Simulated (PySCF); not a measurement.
Energy of Lu⁺ (lutetium, charge +1) between two integer charges

The 6s beta orbital of [Xe] 4f14 6s2 is emptied in steps (occupation f), with all orbitals relaxed, ending at [Xe] 4f14 6s1. Calculation: PySCF 2.14, in def2-SVP with the def2 core potential (28 electrons) (10s7p4d3f1g, 81 functions); scalar relativity through the core potential. The exact energy is a straight line in f; departures are measured from the line between the end points of the same method.

```csv
f,BHandHLYP (eV),BLYP (eV)
1,0.000,0.000
0.75,-0.305,-0.593
0.5,-0.414,-0.796
0.25,-0.318,-0.600
0,0.000,0.000
```

Question: For BHandHLYP, how does the orbital energy at f = 1 compare with the removal energy?

Answer: −ε = 12.261 eV against a total-energy difference of 13.866 eV. By Janak's theorem ε = ∂E/∂f, so the gap between them reflects the curvature. Along the path −ε is 13.034 (f = 0.75), 13.833 (f = 0.5), 14.680 (f = 0.25) eV.

```json
{"method": "BHandHLYP", "E(f=0) − E(f=1) (eV)": "13.866", "−ε at f=1 (eV)": "12.261", "−ε at f=0.5 (eV)": "13.833"}
{"method": "BLYP", "E(f=0) − E(f=1) (eV)": "14.174", "−ε at f=1 (eV)": "11.027", "−ε at f=0.5 (eV)": "14.155"}
```

Reference removal energy between the ground levels: 14.13 ± 0.05 eV (semi-empirical (NIST evaluation); NIST Atomic Spectra Database, ionization energies).
